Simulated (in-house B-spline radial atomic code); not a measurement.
**Ionising Cu2+ with different functionals**

Computed with a radial B-spline atomic code at the basis-set limit: scalar-relativistic (spin-free X2C) Hamiltonian, Fermi nucleus of rms radius 3.8823 fm, spin-polarised at highest spin, spherical fractional occupations for the functionals, and exact exchange of hybrids averaged over the configuration. The ionisation energy is the difference of two self-consistent energies, [Ar] 3d9 → [Ar] 3d8, without Breit or QED terms; ε is the level of the shell that loses the electron (its least bound occupied spin orbital).

```
   method                    rung  ΔSCF (eV)  -ε(3d) (eV)
     PBE0           global hybrid      37.60        31.73
    B3LYP           global hybrid      37.92        31.41
    TPSSh           global hybrid          ?            ?
BHandHLYP           global hybrid      37.12        34.46
  r2SCAN0           global hybrid      37.55        31.74
    B97-1           global hybrid          ?            ?
    HSE06  range-separated hybrid      37.60        31.31
    wB97X  range-separated hybrid      37.53        34.15
CAM-B3LYP  range-separated hybrid      37.89        33.41
  LC-wPBE  range-separated hybrid      37.97        34.38
```

**Question.** What does B97-1 give?

**Answer.** ΔSCF 37.67 eV, and -ε(3d) = 31.28 eV.

**Question.** What does TPSSh give?

**Answer.** ΔSCF 37.73 eV, and -ε(3d) = 29.96 eV.

**Question.** Among the functionals, which spreads more, the ΔSCF values or the orbital energies?

**Answer.** The orbital energies: ΔSCF values span about 0.85 eV and the orbital energies 4.50 eV; here energy differences depend much less on the functional than eigenvalues do.

**Question.** How do they compare with the NIST value?

**Answer.** NIST lists 36.84 eV ± 0.012 (measured, ground level to ground level). Errors run from +0.28 to +1.13 eV; BHandHLYP is closest (+0.28 eV), but part of that can be cancellation, since the calculations leave out spin-orbit coupling, Breit-QED terms, multiplet and fine-structure energies.
